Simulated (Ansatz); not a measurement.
Cost and result for the atomization energy of Cl₃H₃O₂Si₂ (`O[SiH](Cl)[Si](O)(Cl)Cl`) (10 atoms, 9 bonds).

```xyz
10

O    -0.656    2.174   -0.086
Si   -0.920    0.739    0.648
Cl   -0.488    0.817    2.655
Si    0.528   -0.875   -0.232
O     0.027   -1.291   -1.722
Cl    2.393   -0.001   -0.323
Cl    0.704   -2.535    0.951
H     0.251    2.481   -0.158
H    -2.356    0.441    0.488
H     0.516   -1.950   -2.221
```

Charge 0, multiplicity 1. All single points use the PBE0-D4/def2-TZVP geometry. It is one conformer, not always the lowest. Program: Ansatz. All runs use 2 threads of an AMD EPYC 7R13 on a shared host and a share of an NVIDIA H100 80 GB. Times are those of one run each, without the atoms' runs, and a repeat can differ threefold. Electronic energies, without spin–orbit coupling; frozen cores. CCSD(T)/CBS adds CCSD(T) − MP2 in def2-TZVPP to the MP2 limit, and its time is that of the two runs behind it. T1 = 0.011. B3LYP takes the VWN-RPA correlation (the form of Gaussian; ORCA's B3LYP/G).

CCSD(T)/CBS is a level of theory with its own doubt, some kJ/mol a heavy atom from the limit and from the frozen cores, so smaller differences don't rank the functionals.

```tsv
level	functions	wall time
PBE0-D4/def2-TZVPP	314	1.9 s
PBE-D4/def2-TZVPP (with forces)	314	2 s
B3LYP-D4/def2-TZVPP (with forces)	314	2.3 s
ωB97X-V/def2-TZVPP	314	2.4 s
B2PLYP/def2-TZVPP	314	2.4 s
r2SCAN-D4/def2-TZVPP (with forces)	314	2.6 s
ωB97M-V/def2-TZVPP (with forces)	314	3.4 s
MP2/def2-QZVPP	554	3.4 s
CCSD(T)/def2-TZVPP	314	4.7 s
CCSD(T)/CBS(def2)	–	8.1 s
```

Q: What atomization energy does each give, and how far from CCSD(T)/CBS? (Estimate.)

A: The calculation gave: 
```json
{"level": "PBE0-D4/def2-TZVPP", "atomization (kJ/mol)": "3596.7", "difference from CCSD(T)/CBS": "-40.5", "per bond": "-4.5"}
{"level": "PBE-D4/def2-TZVPP (with forces)", "atomization (kJ/mol)": "3668.2", "difference from CCSD(T)/CBS": "31.0", "per bond": "3.4"}
{"level": "B3LYP-D4/def2-TZVPP (with forces)", "atomization (kJ/mol)": "3571.4", "difference from CCSD(T)/CBS": "-65.8", "per bond": "-7.3"}
{"level": "ωB97X-V/def2-TZVPP", "atomization (kJ/mol)": "3638.8", "difference from CCSD(T)/CBS": "1.6", "per bond": "0.2"}
{"level": "B2PLYP/def2-TZVPP", "atomization (kJ/mol)": "3542.4", "difference from CCSD(T)/CBS": "-94.8", "per bond": "-10.5"}
{"level": "r2SCAN-D4/def2-TZVPP (with forces)", "atomization (kJ/mol)": "3642.0", "difference from CCSD(T)/CBS": "4.8", "per bond": "0.5"}
{"level": "ωB97M-V/def2-TZVPP (with forces)", "atomization (kJ/mol)": "3637.7", "difference from CCSD(T)/CBS": "0.5", "per bond": "0.1"}
{"level": "MP2/def2-QZVPP", "atomization (kJ/mol)": "3718.0", "difference from CCSD(T)/CBS": "80.8", "per bond": "9.0"}
{"level": "CCSD(T)/def2-TZVPP", "atomization (kJ/mol)": "3498.3", "difference from CCSD(T)/CBS": "-138.9", "per bond": "-15.4"}
{"level": "CCSD(T)/CBS(def2)", "atomization (kJ/mol)": "3637.2", "difference from CCSD(T)/CBS": "0.0", "per bond": "0.0"}
```

In def2-TZVPP, CCSD(T) changes the Hartree–Fock value by +914.9 kJ/mol (the triples alone add +70.5 kJ/mol) and MP2 by +1051.8 kJ/mol; breaking electron pairs costs correlation energy, which Hartree–Fock lacks. The D4 term adds +65.3 kJ/mol with B3LYP and +34.8 kJ/mol with PBE0; it sums over pairs of atoms, weighted by their polarisabilities, and B3LYP, whose exchange is more repulsive, gets the larger term. From PBE to PBE0 (25 % exact exchange), in def2-TZVPP and without D4, the atomization energy moves by −66.3 kJ/mol: exact exchange takes away binding that semilocal exchange gives to molecules.
